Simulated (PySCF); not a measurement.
Compound: C₃H₂BrF.
SMILES: `C#C[C@H](F)Br`

Level of theory: MP2 and CCSD/aug-cc-pVDZ in PySCF, restricted Hartree–Fock reference, 13 core orbitals frozen, non-relativistic, gas phase, PBE0-D3(BJ)/def2-SVP geometry.

E(HF) = -2786.53252 Eh.

**Question.** How large is the problem?

**Answer.** 146 basis functions and 64 electrons; 13 orbitals frozen, which leaves o = 19 correlated occupied and v = 114 virtual orbitals. That is o·v = 2166 singles and o·v(o·v + 1)/2 = 2346861 distinct closed-shell doubles amplitudes before symmetry; the costliest CCSD step grows as o²v⁴ = 6.1 × 10^10.

**Question.** What are the MP2 and CCSD correlation energies?

**Answer.** MP2 -0.7429 Eh and CCSD -0.7685 Eh, which gives totals of -2787.27543 and -2787.30101 Eh. That is 0.550 eV for each correlated electron at CCSD (2018 kJ/mol in all, 0.028 % of the total energy); MP2 gives 96.7 % of the CCSD value.

**Question.** What is the T1 diagnostic?

**Answer.** 0.0109, below the customary warning level of 0.02. It is the norm of the spatial-orbital singles amplitudes over the root of the number of correlated electrons, so the norm is 0.067.

**Question.** How does correlation change the dipole moment?

**Answer.** HF gives 2.18 D and CCSD (unrelaxed density) 1.94 D, a change of -0.24 D.

Connected triples and the basis-set limit are missing.

The job also held the EOM ionisation roots. The run took 4.8 min wall on one thread of an Arm Neoverse V2, shared host with 96 logical CPUs at a one-minute load of 14, and the process peaked at 2.5 GiB of memory.
